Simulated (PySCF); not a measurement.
Species: C4H7B.
Atom-mapped SMILES: `[BH2:1]/[CH:2]=[CH:3]\[CH:4]=[CH2:5]` (hydrogens: H6, H7 on B1; H8 on C2; H9 on C3; H10 on C4; H11, H12 on C5)

Method used: PBE0-D3(BJ)/def2-SVP geometry optimisation, gas phase (PySCF).

**Question.** List the bond lengths, angles and torsions at this level.

**Answer.** 
| bond | length (Å) |
| --- | --- |
| B1–C2 | 1.536 |
| C2=C3 | 1.363 |
| C3–C4 | 1.449 |
| C4=C5 | 1.343 |
| B1–H6, B1–H7 | 1.210 |
| C2–H8 | 1.096 |
| C3–H9 | 1.099 |
| C4–H10 | 1.093 |
| C5–H11 | 1.095 |
| C5–H12 | 1.093 |

Bonds in one row agree within 0.01 Å and their mean is given. A selection of angles:
| angle | degrees |
| --- | --- |
| C2–B1–H6 | 121.7 |
| C2–B1–H7 | 120.3 |
| H6–B1–H7 | 118.1 |
| B1–C2–C3 | 125.6 |
| B1–C2–H8 | 119.1 |
| C3–C2–H8 | 115.3 |
| C2–C3–C4 | 126.9 |
| C2–C3–H9 | 118.7 |
| C4–C3–H9 | 114.4 |
| C3–C4–C5 | 122.4 |
| C3–C4–H10 | 117.6 |
| C5–C4–H10 | 120.0 |
| C4–C5–H11 | 121.3 |
| C4–C5–H12 | 121.6 |
| H11–C5–H12 | 117.1 |

Torsions: B1–C2–C3–C4 0° (synperiplanar); C2–C3–C4–C5 180° (antiperiplanar).

Of the pairs four or more bonds apart, H6···H10 is among the closest relative to their van der Waals radii: 2.20 Å, 92 % of the sum of Bondi's values. The C–C distances run from 1.343 Å (C4=C5, drawn double) to 1.449 Å (C3–C4, drawn single), a spread of 0.106 Å. The 5 heavy atoms lie in one plane (0.001 Å rms). B1 (three-coordinate boron) is planar (angles 121.7°, 120.3° and 118.1°, sum 360.0°, 0.00 Å off the plane of its three neighbours).

Point group: Cs (tolerance 0.08 Å). PBE0-D3(BJ)/def2-SVP frequencies: not computed here. The numbers are those of one conformer.
